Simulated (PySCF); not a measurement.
# [Hf(F)4] (charge 0, multiplicity 1)

The numbers are results of PySCF with TPSSh-D3(BJ)/def2-TZVP // BP86-D3(BJ)/def2-SVP, not measurements.

```json
{
 "HOMO": "-11.01 eV",
 "dipole_moment": "0.03 D",
 "HOMO–LUMO gap": "9.80 eV",
 "LUMO": "-1.21 eV",
 "charge on the central atom (Mulliken)": "1.70 e",
 "total_energy": "-447.9053 Ha",
 "cost": "roughly 2.2 core-minutes"
}
```

```xyz
5

Hf    -0.0147     0.0133     0.0060
F     -1.3254    -1.0274     0.9368
F      1.7317    -0.7006     0.3394
F     -0.3780    -0.0375    -1.8734
F     -0.0984     1.8258     0.6179
```
